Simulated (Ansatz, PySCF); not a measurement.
System: sum formula H4SiO3F (charge +1, singlet). It need not be the lowest isomer of its formula. 
Geometry from a B3LYP-D3(BJ)/def2-TZVP (Ansatz, a quantum-chemistry and plane-wave program) optimisation:
SMILES: O[Si](O)([OH2+])F
```xyz
9

Si     0.0512    -0.1859     0.0327
F     -0.1162    -0.2019     1.5862
O     -0.4724     1.4973    -0.3146
O      1.5215    -0.0085    -0.5330
O     -0.9363    -1.1419    -0.7522
H      0.1403     2.1092    -0.7596
H      2.0591    -0.6860    -0.9570
H     -1.5852    -1.7426    -0.3703
H     -1.1872     1.9628     0.1521
```
Charge +1, spin multiplicity 1.

Total electronic energies in hartree. Correlated levels leave the core frozen unless marked. Spin-orbit coupling is left out. No relativistic terms. CBS(X,Y): correlation extrapolated as X^-3; Hartree-Fock from the larger set. The bracket is a focal-point correction in the basis named.

```json
[
 {"level": "SVWN5/def2-TZVPD", "program": "Ansatz", "energy (Eh)": "-614.11385"},
 {"level": "PBE-D4/def2-TZVPD", "program": "Ansatz + dftd4", "energy (Eh)": "___"},
 {"level": "r2SCAN-D4/def2-TZVPD", "program": "Ansatz + dftd4", "energy (Eh)": "-617.33589"},
 {"level": "PBE0-D4/def2-TZVP", "program": "Ansatz + dftd4", "energy (Eh)": "-617.05124"},
 {"level": "PBE0/def2-TZVP", "program": "Ansatz", "energy (Eh)": "-617.04672"},
 {"level": "BHLYP-D3(BJ)/def2-TZVPD", "program": "Ansatz + dftd3", "energy (Eh)": "___"},
 {"level": "M06-2X/def2-TZVPD", "program": "PySCF", "energy (Eh)": "___"},
 {"level": "B2PLYP-D3(BJ)/def2-TZVPD", "program": "Ansatz + dftd3", "energy (Eh)": "-617.20102"},
 {"level": "PBE-QIDH/def2-TZVPD", "program": "Ansatz", "energy (Eh)": "-616.93065"},
 {"level": "MP2/cc-pV(T+d)Z", "program": "Ansatz", "energy (Eh)": "-616.49137"},
 {"level": "RI-MP2/cc-pV(Q+d)Z", "program": "Ansatz", "energy (Eh)": "-616.61385"},
 {"level": "SCS-MP2/cc-pVTZ", "program": "Ansatz", "energy (Eh)": "-616.45635"},
 {"level": "CCSD/STO-3G", "program": "Ansatz", "energy (Eh)": "-607.59434"},
 {"level": "CCSD(T)/cc-pVTZ", "program": "Ansatz", "energy (Eh)": "-616.52635"},
 {"level": "RI-MP2/CBS(cc-pV(T+d)Z,cc-pV(Q+d)Z)+[CCSD(T)-MP2]/cc-pV(T+d)Z", "program": "Ansatz", "energy (Eh)": "-616.7248"}
]
```

Q: What belongs in the gaps?

A: 
- PBE-D4/def2-TZVPD, energy (Eh): -617.02447
- BHLYP-D3(BJ)/def2-TZVPD, energy (Eh): -617.37528
- M06-2X/def2-TZVPD, energy (Eh): -617.37683
